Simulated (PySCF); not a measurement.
B(OMe)(SH)2 (CH5BOS2), SMILES COB(S)S. Atoms are numbered in the order given.

```xyz
10

B      0.1163    -0.1369     0.0000
O      1.1800     0.6946     0.0000
C      1.0541     2.0958     0.0000
H      0.5153     2.4490    -0.8952
H      0.5153     2.4490     0.8952
H      2.0628     2.5302     0.0000
S      0.3959    -1.9320     0.0000
H      1.7430    -1.8375     0.0000
S     -1.5815     0.5333     0.0000
H     -2.2118    -0.6591     0.0000
```
Charge 0, spin multiplicity 1.

Geometry: PBE0-D3(BJ)/def2-SVP. The structure was generated by enumeration, and PubChem lists no compound with its InChIKey, so it may never have been made. One conformer was computed; it need not be the lowest.

These are TDDFT-PBE/def2-SVPD (PySCF) values and carry that method's errors.

Vertical excitations. Gas-phase values at a fixed geometry. State labels are in the subgroup Cs.

Task: Give excitation energies, oscillator strengths and character. (Estimate from the structure and the level; the computed values follow.)

Result: 
| state | symmetry | energy (eV) | λ (nm) | f | main pairs |
|---|---|---|---|---|---|
| S1 | A" | 5.34 | 232 | 0.000 | HOMO→LUMO 99 % |
| S2 | A' | 5.91 | 210 | 0.183 | HOMO→LUMO+1 93 % |
| S3 | A" | 5.95 | 208 | 0.005 | HOMO−1→LUMO 73 %, HOMO→LUMO+2 26 % |
| S4 | A" | 6.03 | 206 | 0.017 | HOMO→LUMO+2 71 %, HOMO−1→LUMO 25 % |
| S5 | A" | 6.28 | 198 | 0.004 | HOMO→LUMO+3 95 % |
| S6 | A" | 6.54 | 190 | 0.005 | HOMO→LUMO+4 99 % |
| S7 | A' | 6.62 | 187 | 0.097 | HOMO−1→LUMO+1 87 % |
| S8 | A" | 6.65 | 186 | 0.016 | HOMO−1→LUMO+2 97 % |
| S9 | A" | 6.72 | 185 | 0.017 | HOMO→LUMO+5 94 % |
| S10 | A' | 6.73 | 184 | 0.019 | HOMO−2→LUMO 91 % |
| T1 | A' | 5.07 | 244 | 0 | HOMO→LUMO+1 100 % |
| T2 | A" | 5.13 | 242 | 0 | HOMO→LUMO 98 % |
| T3 | A' | 5.64 | 220 | 0 | HOMO−1→LUMO+1 99 % |
| T4 | A" | 5.72 | 217 | 0 | HOMO−1→LUMO 57 %, HOMO→LUMO+2 37 % |
Triplets are in the Tamm–Dancoff approximation, which puts them higher than full response would, so one can lie above its singlet here.
